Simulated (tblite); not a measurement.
Species: C6H7O (doublet state).
SMILES with atom numbers: `[CH3:1][C:2]1=[CH:3][CH2:4][CH:5][C:6]1=[O:7]` (hydrogens: H8, H9, H10 on C1; H11 on C3; H12, H13 on C4; H14 on C5)

Computed with GFN2-xTB (tblite): harmonic, unscaled wavenumbers at the GFN2-xTB geometry, gas phase. This tight-binding method is rough: wavenumbers can miss measured ones by several per cent, in bad cases by 10 to 20. Open shells enter through the occupations alone, without spin polarisation, and single modes of such species can be off by tens of per cent.

Harmonic wavenumbers (cm⁻¹): 65.7, 171.2, 235.6, 241.5, 343.8, 461.4, 484.0, 589.9, 676.5, 710.6, 756.3, 795.1, 871.5, 978.1, 1001.5, 1018.2, 1038.4, 1039.6, 1120.8, 1179.8, 1267.0, 1280.3, 1290.1, 1396.3, 1398.5, 1459.1, 1470.2, 1604.7, 1685.5, 2893.4, 2933.0, 3010.8, 3026.2, 3040.0, 3120.3, 3135.5.

A = 3900, B = 3125, C = 1772 MHz; mass 95.050 u (most abundant isotopes); point group Cs, symmetry number 1; spin multiplicity 2.

**Question.** What is the zero-point energy?

**Answer.** Half the sum of the wavenumbers: 23895 cm⁻¹ = 68.32 kcal/mol.

**Question.** What is S at 298.15 K and 1 bar for an ideal gas of classical rigid rotors and harmonic oscillators?

**Answer.** Translation 39.59, rotation 27.10, vibration 15.40, spin (R ln 2) 1.38: S = 83.5 cal/(mol K).

**Question.** And Cp and H(298.15 K) − H(0)?

**Answer.** Cp = 27.47 cal/(mol K), of which vibrations give 19.52 (their classical limit is 36 R = 71.5); H(298.15 K) − H(0) = 5.00 kcal/mol without the zero-point energy, 2.63 from vibrations.

**Question.** What must be added to the electronic energy to get the Gibbs energy at 298.15 K and 1 bar?

**Answer.** ZPE + [H(298.15 K) − H(0)] − T·S = 68.32 + 5.00 − 24.89 = 48.43 kcal/mol.

**Question.** How do the functions run with temperature in this model?

**Answer.** 
| T (K) | S (cal/(mol K)) | Cp (cal/(mol K)) | H − H(0) (kcal/mol) | G − H(0) (kcal/mol) | ln q(vib) |
| --- | --- | --- | --- | --- | --- |
| 100 | 62.9 | 13.3 | 1.02 | -5.27 | 0.66 |
| 200 | 74.1 | 20.0 | 2.67 | -12.15 | 1.92 |
| 300 | 83.6 | 27.6 | 5.05 | -20.05 | 3.35 |
| 500 | 101.2 | 41.5 | 12.03 | -38.56 | 6.48 |
| 800 | 123.8 | 54.6 | 26.63 | -72.41 | 11.35 |
| 1000 | 136.6 | 60.2 | 38.15 | -98.48 | 14.46 |

q(vib) and H(0) count from the zero-point level.

**Question.** Blend soft modes into free rotors: weight 1/[1 + (100 cm⁻¹/ν̃)⁴] for the oscillator and the rest for a rotor with moment μB/(μ + B), μ = h/(8π²ν), B = 10⁻⁴⁴ kg m². What vibrational entropy results?

**Answer.** 14.56 cal/(mol K) in place of 15.40, which changes −T·S at 298.15 K by +0.25 kcal/mol.

**Question.** Which modes carry the vibrational entropy at 298.15 K?

**Answer.** 65.7 cm⁻¹: 4.28; 171.2 cm⁻¹: 2.42; 235.6 cm⁻¹: 1.84; 241.5 cm⁻¹: 1.79; 343.8 cm⁻¹: 1.19; 461.4 cm⁻¹: 0.76 cal/(mol K); the other 30 give 3.12 together.

Hindered rotation and anharmonicity are outside this model.
